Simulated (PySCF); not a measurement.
PySCF input for Si(H)(F)2(OEt) (C₂H₆F₂OSi), SMILES C(C)O[SiH](F)F, PBE-D3(BJ)/def2-SVP. Geometry: PBE-D3(BJ)/def2-SVP. The structure was generated by enumeration, and PubChem lists no compound with its InChIKey, so it may never have been made. One conformer was computed; it need not be the lowest.

```python
import numpy as np
from pyscf import gto, scf, dft, df
from pyscf.hessian import thermo

mol = gto.M(
    atom='''
    Si    0.89493031    0.27149687    0.63054737
    F     1.79311491   -1.00878356    0.18067350
    F     1.37826380    1.49165595   -0.33175378
    O    -0.70758191   -0.03588598    0.42351914
    C    -1.33121161   -0.38846271   -0.82003457
    C    -2.82118697   -0.56399662   -0.59755570
    H     1.13077845    0.60182124    2.05335018
    H    -1.13764962    0.40871488   -1.57286425
    H    -0.87846250   -1.32818651   -1.20939074
    H    -3.27327268    0.37449427   -0.21977552
    H    -3.32378744   -0.83807451   -1.54668558
    H    -3.01399243   -1.36373350    0.14481403
    ''',
    basis='def2-SVP',
    charge=0,
    spin=0,
    max_memory=1600,
    verbose=3,
)
mf = dft.RKS(mol, xc='pbe').density_fit(auxbasis='def2-universal-jkfit')
mf.disp = 'd3bj'
mf.grids.level = 3
mf.conv_tol = 1e-11
mf.max_cycle = 100
mf.kernel()

# [left out here: the lines that compute and print the analytic Hessian (its translational invariance restored by hand, since the grid's response is missing), thermochemistry and intensities]
```

Program output:

```
converged SCF energy = -643.496898155617

WARN: DFTD3 does not support analytical Hessian, using finite difference


WARN: Mole.unit (angstrom) is changed to Bohr

Mode                                 0                   1                   2
Irrep
Freq [cm^-1]                       11.3516             54.3898            111.6956
Reduced mass [au]                   3.5660              2.3950              4.8770
Force const [Dyne/A]                0.0003              0.0042              0.0358
Char temp [K]                      16.3325             78.2548            160.7052
Normal mode                   x     y     z       x     y     z       x     y     z
       0  Si                 0.00 -0.01  0.00   -0.00  0.01 -0.00   -0.01 -0.00 -0.02
       1   F                 0.08  0.04  0.02   -0.06 -0.00 -0.07    0.07  0.02  0.05
       2   F                -0.08  0.00 -0.02    0.05  0.04  0.06    0.07  0.02  0.05
       3   O                 0.02 -0.10  0.02   -0.01  0.06 -0.01    0.01 -0.02 -0.12
       4   C                 0.01 -0.07  0.01    0.02 -0.14  0.03   -0.09 -0.03 -0.06
       5   C                -0.02  0.14 -0.03   -0.00  0.01 -0.00   -0.07  0.00  0.08
       6   H                -0.00  0.02 -0.00    0.01 -0.06  0.01   -0.14 -0.02  0.01
       7   H                 0.14 -0.12 -0.02    0.11 -0.29 -0.12   -0.14 -0.05 -0.09
       8   H                -0.10 -0.14  0.07   -0.02 -0.24  0.23   -0.14 -0.04 -0.08
       9   H                 0.09  0.22 -0.09    0.04  0.12 -0.22   -0.02  0.02  0.10
      10   H                -0.02  0.16 -0.03    0.03 -0.15  0.03   -0.17 -0.00  0.13
      11   H                -0.15  0.21  0.01   -0.09  0.18  0.15   -0.02  0.02  0.11
Mode                                 3                   4                   5
Irrep
Freq [cm^-1]                      249.6688            274.7940            310.6568
Reduced mass [au]                   1.2852              6.2840              4.5849
Force const [Dyne/A]                0.0472              0.2796              0.2607
Char temp [K]                     359.2179            395.3674            446.9660
Normal mode                   x     y     z       x     y     z       x     y     z
       0  Si                -0.01  0.03 -0.01   -0.02 -0.00  0.01    0.01 -0.05  0.01
       1   F                -0.05  0.00 -0.00    0.08  0.09 -0.04    0.08 -0.01  0.00
       2   F                 0.05  0.02 -0.00    0.10 -0.07 -0.01   -0.08 -0.03  0.01
       3   O                 0.01 -0.04  0.01   -0.05  0.01  0.07   -0.03  0.17 -0.03
       4   C                 0.01 -0.07  0.01   -0.05  0.00  0.06    0.00 -0.02  0.00
       5   C                -0.00  0.00 -0.00   -0.07 -0.02 -0.06   -0.00 -0.01  0.00
       6   H                -0.01  0.06 -0.01   -0.05 -0.01  0.02    0.02 -0.12  0.02
       7   H                 0.04 -0.10 -0.01   -0.03  0.00  0.06    0.00 -0.12 -0.10
       8   H                -0.01 -0.10  0.05   -0.03  0.01  0.07    0.02 -0.06  0.14
       9   H                 0.17 -0.09  0.43   -0.15 -0.04 -0.10    0.07 -0.04  0.17
      10   H                -0.08  0.52 -0.11    0.05 -0.02 -0.13   -0.03  0.20 -0.04
      11   H                -0.11 -0.30 -0.35   -0.15 -0.05 -0.11   -0.04 -0.12 -0.14
Mode                                 6                   7                   8
Irrep
Freq [cm^-1]                      344.7084            455.6537            719.8177
Reduced mass [au]                   4.4459              7.8444              2.8344
Force const [Dyne/A]                0.3113              0.9596              0.8653
Char temp [K]                     495.9586            655.5843           1035.6574
Normal mode                   x     y     z       x     y     z       x     y     z
       0  Si                 0.06 -0.00 -0.06   -0.06 -0.03 -0.10   -0.04 -0.02 -0.05
       1   F                 0.02 -0.08  0.05    0.05 -0.01  0.04   -0.03  0.04  0.01
       2   F                -0.01  0.10  0.02    0.04  0.04  0.03   -0.02 -0.04  0.03
       3   O                 0.02  0.00  0.03   -0.09  0.00  0.07    0.10  0.00 -0.07
       4   C                -0.06  0.01  0.07    0.05  0.01  0.01    0.02  0.03  0.12
       5   C                -0.09 -0.03 -0.07    0.07  0.02  0.02    0.04  0.01  0.03
       6   H                 0.12  0.01 -0.07   -0.09 -0.03 -0.10   -0.36 -0.06  0.01
       7   H                -0.06  0.00  0.06    0.08  0.02  0.03   -0.04  0.00  0.07
       8   H                -0.07  0.01  0.05    0.08  0.02  0.03   -0.04  0.02  0.07
       9   H                -0.19 -0.05 -0.13    0.13  0.03  0.06   -0.12 -0.02 -0.08
      10   H                 0.08 -0.02 -0.16   -0.01  0.01  0.07    0.32  0.02 -0.12
      11   H                -0.19 -0.06 -0.12    0.13  0.04  0.06   -0.12 -0.05 -0.08
Mode                                 9                  10                  11
Irrep
Freq [cm^-1]                      788.5599            791.4654            797.3491
[...]
Reduced mass [au]                   1.0926              1.2255              1.3669
Force const [Dyne/A]                1.0190              1.2738              1.5078
Char temp [K]                    1810.1894           1911.0341           1968.6934
Normal mode                   x     y     z       x     y     z       x     y     z
       0  Si                 0.00 -0.00  0.00   -0.01 -0.00  0.00   -0.01 -0.00  0.00
       1   F                -0.00  0.00  0.00    0.00 -0.00 -0.00    0.00 -0.00 -0.00
       2   F                 0.00  0.00 -0.00    0.00  0.00 -0.00    0.00  0.00 -0.00
       3   O                 0.00 -0.03  0.01    0.00  0.00  0.02    0.00  0.01  0.02
       4   C                 0.00 -0.01  0.00    0.05  0.01  0.02    0.11  0.02  0.02
       5   C                -0.01  0.07 -0.01    0.11  0.01 -0.04   -0.09 -0.02 -0.02
       6   H                -0.00  0.02 -0.00    0.01  0.00 -0.00    0.01  0.00 -0.00
       7   H                -0.54 -0.16 -0.30   -0.33 -0.05 -0.14   -0.40 -0.09 -0.24
       8   H                 0.54  0.13  0.31   -0.32 -0.10 -0.13   -0.39 -0.13 -0.23
       9   H                -0.17 -0.05  0.10   -0.33 -0.20  0.00    0.22  0.05  0.18
      10   H                 0.02 -0.11  0.02   -0.43 -0.01  0.25    0.24 -0.01 -0.20
      11   H                 0.19 -0.03 -0.08   -0.37  0.09 -0.06    0.22  0.09  0.17
Mode                                21                  22                  23
Irrep
Freq [cm^-1]                     1403.4118           1425.5348           1447.7485
Reduced mass [au]                   1.0366              1.0594              1.0869
Force const [Dyne/A]                1.2029              1.2685              1.3422
Char temp [K]                    2019.1971           2051.0272           2082.9878
Normal mode                   x     y     z       x     y     z       x     y     z
       0  Si                -0.00  0.00 -0.00   -0.00  0.00  0.00    0.00  0.00 -0.00
       1   F                 0.00 -0.00 -0.00    0.00 -0.00 -0.00   -0.00  0.00  0.00
       2   F                -0.00 -0.00  0.00    0.00  0.00 -0.00   -0.00 -0.00  0.00
       3   O                 0.00 -0.00  0.00   -0.00 -0.00 -0.00   -0.01 -0.00 -0.01
       4   C                -0.00  0.03 -0.01    0.05  0.01  0.01    0.03 -0.01 -0.07
       5   C                -0.01  0.04 -0.01   -0.02  0.01  0.04    0.00 -0.00 -0.01
       6   H                -0.00  0.00 -0.00    0.00  0.00 -0.00   -0.01 -0.00  0.00
       7   H                 0.05 -0.00 -0.03   -0.21  0.14  0.09   -0.21  0.45  0.39
       8   H                -0.05 -0.01  0.03   -0.17 -0.14  0.15   -0.10 -0.31  0.55
       9   H                 0.37  0.08  0.31    0.15  0.29 -0.50   -0.05 -0.10  0.18
      10   H                 0.10 -0.67  0.14   -0.23 -0.01  0.14    0.11  0.00 -0.07
      11   H                -0.36 -0.16 -0.30    0.25 -0.41 -0.35   -0.09  0.15  0.13
Mode                                24                  25                  26
Irrep
Freq [cm^-1]                     2299.1283           2944.1541           2980.8613
Reduced mass [au]                   1.0431              1.0585              1.0364
Force const [Dyne/A]                3.2486              5.4057              5.4258
Char temp [K]                    3307.9337           4235.9822           4288.7957
Normal mode                   x     y     z       x     y     z       x     y     z
       0  Si                 0.01  0.01  0.03    0.00  0.00 -0.00    0.00  0.00  0.00
       1   F                 0.00 -0.00  0.00   -0.00  0.00  0.00   -0.00  0.00 -0.00
       2   F                 0.00  0.00 -0.00   -0.00 -0.00  0.00   -0.00 -0.00 -0.00
       3   O                -0.00  0.00  0.00   -0.00 -0.00 -0.00   -0.00 -0.00 -0.00
       4   C                -0.00 -0.00 -0.00    0.04 -0.01 -0.05    0.00  0.00 -0.00
       5   C                 0.00  0.00  0.00   -0.00  0.00  0.00   -0.05 -0.01  0.01
       6   H                -0.16 -0.22 -0.94   -0.00 -0.00 -0.00   -0.00 -0.00 -0.00
       7   H                -0.00  0.00 -0.00   -0.11 -0.51  0.45   -0.00 -0.00  0.00
       8   H                 0.00 -0.00  0.00   -0.27  0.59  0.22   -0.00  0.00  0.00
       9   H                -0.00  0.00  0.00    0.00 -0.01 -0.00    0.22 -0.48 -0.19
      10   H                 0.00  0.00 -0.00   -0.01 -0.01 -0.04    0.25  0.14  0.49
      11   H                -0.00 -0.00  0.00    0.00  0.01 -0.01    0.09  0.41 -0.38
Mode                                27                  28                  29
Irrep
Freq [cm^-1]                     2992.2318           3077.6110           3078.7716
Reduced mass [au]                   1.1094              1.1035              1.1049
Force const [Dyne/A]                5.8522              6.1579              6.1704
Char temp [K]                    4305.1553           4427.9970           4429.6668
Normal mode                   x     y     z       x     y     z       x     y     z
       0  Si                -0.00  0.00 -0.00    0.00  0.00 -0.00    0.00 -0.00  0.00
       1   F                 0.00 -0.00 -0.00   -0.00  0.00  0.00   -0.00  0.00  0.00
       2   F                -0.00 -0.00  0.00   -0.00 -0.00  0.00    0.00  0.00 -0.00
       3   O                 0.00 -0.00  0.00    0.00  0.00  0.00   -0.00  0.00 -0.00
       4   C                -0.01  0.09 -0.02    0.00 -0.00 -0.00    0.00 -0.01  0.00
       5   C                 0.00 -0.01  0.00   -0.01 -0.02 -0.09    0.01 -0.09  0.02
       6   H                -0.00  0.00 -0.00   -0.00  0.00  0.00    0.00  0.00  0.00
       7   H                -0.12 -0.48  0.44   -0.01 -0.02  0.02    0.02  0.07 -0.06
       8   H                 0.28 -0.56 -0.23   -0.01  0.03  0.01   -0.04  0.07  0.03
       9   H                -0.03  0.08  0.03   -0.16  0.33  0.12   -0.27  0.56  0.23
      10   H                 0.00 -0.00  0.00    0.35  0.19  0.66    0.00 -0.01  0.01
      11   H                 0.01  0.06 -0.06   -0.07 -0.29  0.25    0.11  0.47 -0.45
temperature 298.1500 [K]
pressure 101325.00 [Pa]
Rotational constants [GHz] 5.34774 1.55655 1.38952
Symmetry number 1
Zero-point energy (ZPE) 0.08350 [Eh]   219225.898 [J/mol]
                           tot       elec      trans        rot        vib
Entropy [J/mol/K]       383.486      0.000    167.610    115.985     99.891
Cv [J/mol/K]            107.181      0.000     12.472     12.472     82.238
Cp [J/mol/K]            115.496      0.000     20.786     12.472     82.238
Internal energy [J/mol]                      3718.434   3718.434 232467.546
Internal energy [Eh]   -643.40552  -643.49690
Enthalpy [J/mol]                             6197.391   3718.434 232467.546
Enthalpy [Eh]          -643.40458
Gibbs free energy [J/mol]                  -43775.608 -30862.443 202685.019
Gibbs free energy [Eh] -643.44813
mode   freq/cm-1   IR/(km/mol)
   1       11.35         0.044
   2       54.39         2.195
   3      111.70         4.926
   4      249.67         0.873
   5      274.79        11.634
   6      310.66        13.256
   7      344.71        12.158
   8      455.65        46.734
   9      719.82         1.519
  10      788.56         1.039
  11      791.47        12.644
  12      797.35        48.070
  13      886.48       144.147
  14      938.93       196.397
  15      978.55       101.253
  16     1086.62         9.932
  17     1118.79       395.072
  18     1128.09         4.047
  19     1258.14         0.016
  20     1328.23         0.988
  21     1368.31        30.037
  22     1403.41         7.117
  23     1425.53         1.329
  24     1447.75         1.476
  25     2299.13        87.176
  26     2944.15        37.168
  27     2980.86        11.413
  28     2992.23        23.097
  29     3077.61        13.560
  30     3078.77        15.894
max |gradient| / (hartree/bohr): 0.00024626142898584967
APT charges: [ 1.9595e+00 -5.9990e-01 -5.9950e-01 -1.0146e+00  6.1820e-01 -1.3900e-02
 -2.3780e-01 -5.9700e-02 -6.0200e-02  3.7000e-03  5.0000e-04  3.8000e-03]
```

The run converged.
